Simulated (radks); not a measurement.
Valence configurations of Ga+ (all share [Ar]). Method: Dirac Kohn-Sham, BLYP, spin-unpolarised, spherical densities, finite nucleus; open shells fill j = l - 1/2 first; Fermi nuclear charge, rms radius 3.9973 fm; computed with a radial shooting solver on a logarithmic mesh with Libxc functionals. Energies are relative to 3d10 4s2; eigenvalues in eV.

| valence | E (eV) | e(3d3/2) | e(3d5/2) | e(4p1/2) | e(4s1/2) |
|---|---|---|---|---|---|
| 3d10 4s2 | 0.000 | -27.606 | -27.143 | - | -16.366 |
| 3d10 4s1.5 4p0.5 | 3.600 | -28.497 | -28.033 | -9.646 | -16.906 |
| 3d10 4s1 4p1 | 7.259 | -29.355 | -28.891 | -10.042 | -17.418 |
| 3d9.5 4s2 4p0.5 | 9.851 | -32.221 | -31.741 | -10.218 | -17.827 |
| 3d9.5 4s1.5 4p1 | 13.684 | -33.063 | -32.582 | -10.601 | -18.321 |
| 3d10 4p2 | 14.746 | -30.984 | -30.518 | -10.779 | - |
| 3d9.5 4s1 4p1.5 | 17.570 | -33.877 | -33.395 | -10.967 | -18.793 |
| 3d9 4s2 4p1 | 21.556 | -36.996 | -36.499 | -11.171 | -19.235 |
| 3d9 4s1.5 4p1.5 | 25.613 | -37.794 | -37.296 | -11.528 | -19.691 |
| 3d8 4s2 4p2 | 50.893 | -46.991 | -46.459 | -13.005 | -21.925 |

NIST lists [Ar] 3d10 4s2 as the ground configuration; this level of theory agrees among the configurations tried. The energies are those of spherical spin-averaged densities, not of single terms.
